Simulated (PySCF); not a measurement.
Orbital picture of YbH

M06-L at R = 2.055 Å; Yb x2c-SVPall, H x2c-SVPall; spin-free X2C with a Gaussian nucleus (PySCF 2.14). State: doublet, about 14.0 electrons in the 4f shell (Mulliken). Only the outer orbitals are listed, counted within each symmetry.

```json
{"spin": "α", "orbital": "13σ", "occ.": "1", "ε (eV)": "-3.26", "on Yb (%)": "87", "main shells (%)": "59 Yb s, 15 Yb p, 13 H s"}
{"spin": "α", "orbital": "1φ", "occ.": "1", "ε (eV)": "-2.09", "on Yb (%)": "100", "main shells (%)": "100 Yb f"}
{"spin": "α", "orbital": "1φ", "occ.": "1", "ε (eV)": "-2.09", "on Yb (%)": "100", "main shells (%)": "100 Yb f"}
{"spin": "α", "orbital": "3δ", "occ.": "1", "ε (eV)": "-2.06", "on Yb (%)": "100", "main shells (%)": "100 Yb f"}
{"spin": "α", "orbital": "3δ", "occ.": "1", "ε (eV)": "-2.06", "on Yb (%)": "100", "main shells (%)": "100 Yb f"}
{"spin": "α", "orbital": "7π", "occ.": "1", "ε (eV)": "-2.05", "on Yb (%)": "100", "main shells (%)": "100 Yb f"}
{"spin": "α", "orbital": "7π", "occ.": "1", "ε (eV)": "-2.05", "on Yb (%)": "100", "main shells (%)": "100 Yb f"}
{"spin": "α", "orbital": "14σ", "occ.": "1", "ε (eV)": "-2.04", "on Yb (%)": "100", "main shells (%)": "97 Yb f"}
{"spin": "α", "orbital": "8π", "occ.": "0", "ε (eV)": "-0.60", "on Yb (%)": "100", "main shells (%)": "67 Yb p, 33 Yb d"}
{"spin": "α", "orbital": "8π", "occ.": "0", "ε (eV)": "-0.60", "on Yb (%)": "100", "main shells (%)": "67 Yb p, 33 Yb d"}
{"spin": "α", "orbital": "15σ", "occ.": "0", "ε (eV)": "-0.42", "on Yb (%)": "98", "main shells (%)": "60 Yb d, 38 Yb p"}
{"spin": "β", "orbital": "1φ", "occ.": "1", "ε (eV)": "-2.07", "on Yb (%)": "100", "main shells (%)": "100 Yb f"}
{"spin": "β", "orbital": "1φ", "occ.": "1", "ε (eV)": "-2.07", "on Yb (%)": "100", "main shells (%)": "100 Yb f"}
{"spin": "β", "orbital": "3δ", "occ.": "1", "ε (eV)": "-2.02", "on Yb (%)": "100", "main shells (%)": "100 Yb f"}
{"spin": "β", "orbital": "3δ", "occ.": "1", "ε (eV)": "-2.02", "on Yb (%)": "100", "main shells (%)": "100 Yb f"}
{"spin": "β", "orbital": "7π", "occ.": "1", "ε (eV)": "-2.00", "on Yb (%)": "100", "main shells (%)": "100 Yb f"}
{"spin": "β", "orbital": "7π", "occ.": "1", "ε (eV)": "-2.00", "on Yb (%)": "100", "main shells (%)": "100 Yb f"}
{"spin": "β", "orbital": "14σ", "occ.": "1", "ε (eV)": "-1.94", "on Yb (%)": "100", "main shells (%)": "96 Yb f"}
{"spin": "β", "orbital": "13σ", "occ.": "0", "ε (eV)": "-2.91", "on Yb (%)": "90", "main shells (%)": "56 Yb s, 20 Yb p, 13 Yb d"}
{"spin": "β", "orbital": "8π", "occ.": "0", "ε (eV)": "-0.98", "on Yb (%)": "100", "main shells (%)": "69 Yb p, 31 Yb d"}
{"spin": "β", "orbital": "8π", "occ.": "0", "ε (eV)": "-0.98", "on Yb (%)": "100", "main shells (%)": "69 Yb p, 31 Yb d"}
```

Problem. Which are the highest filled and the lowest empty level, where do they sit, and how wide is the gap?

Solution. Highest filled β 14σ at -1.94 eV (in %: 96 Yb f); lowest empty β 13σ at -2.91 eV (in %: 56 Yb s, 20 Yb p, 13 Yb d); the gap at M06-L is -0.97 eV.

The bond order (Mayer) is 0.85. The ⟨S²⟩ is 0.767, the charge on Yb (Mulliken, basis-dependent) is 0.32 and the charge on Yb (Löwdin, basis-dependent) is 0.24. The dipole moment (positive dipole means Yb(−)H(+)) is -3.49 D.

Spin–orbit coupling is left out. Counting both spins, an empty level lies below a filled one in this solution, because spin and occupation are held. With d or f electrons several states lie close, and the lowest PBE0 determinant need not be the measured ground state.
